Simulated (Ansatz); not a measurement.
Stepwise reaction of `O[SiH](F)F` with ammonia, as a gas-phase model of exchange steps in deposition or etching. ΔE in kJ/mol; ΔG adds harmonic PBE0-D4 terms to CCSD(T)/CBS, at 1 bar.

Calculated with Ansatz (gas phase, PBE0-D4/def2-TZVP geometries, no zero-point term in ΔE). CBS: MP2 limit from def2 TZ/QZ plus the TZ coupled-cluster correction, frozen cores. This one scheme is used for every species. DFT in def2-TZVPP. B3LYP here is the variant with VWN-RPA as its local correlation; programs differ in this. One conformer a species, not always the lowest.

```csv
step,reaction,PBE-D4,B3LYP-D4,ωB97M-V,CCSD(T)/CBS,ΔG(600 K)
2,`N[SiH](O)F` + NH₃ → `N[SiH](N)O` + H–F,88.1,94.4,93.5,90.5,91.7
```

Give the row of step 1, `O[SiH](F)F` + NH₃ → `N[SiH](O)F` + H–F. (Estimate.)

Computed: 
```tsv
step	reaction	PBE-D4	B3LYP-D4	ωB97M-V	CCSD(T)/CBS	ΔG(600 K)
1	`O[SiH](F)F` + NH₃ → `N[SiH](O)F` + H–F	83.2	89.0	88.3	86.4	86.4
```

By hand: ΔE of the 2 steps together at CCSD(T)/CBS.

(86.4) + (90.5) = 176.9 kJ/mol, or 88.5 kJ/mol a step.

In ΔE the steps differ by no more than 4.1 kJ/mol. All are uphill at CCSD(T)/CBS. ΔG lies between 86.4 and 91.7 kJ/mol a step. PBE-D4 differs from CCSD(T)/CBS by -3.2 to -2.4 kJ/mol a step. Isolated molecules leave out the surface, adducts and barriers. Largest T1 diagnostic: 0.011.
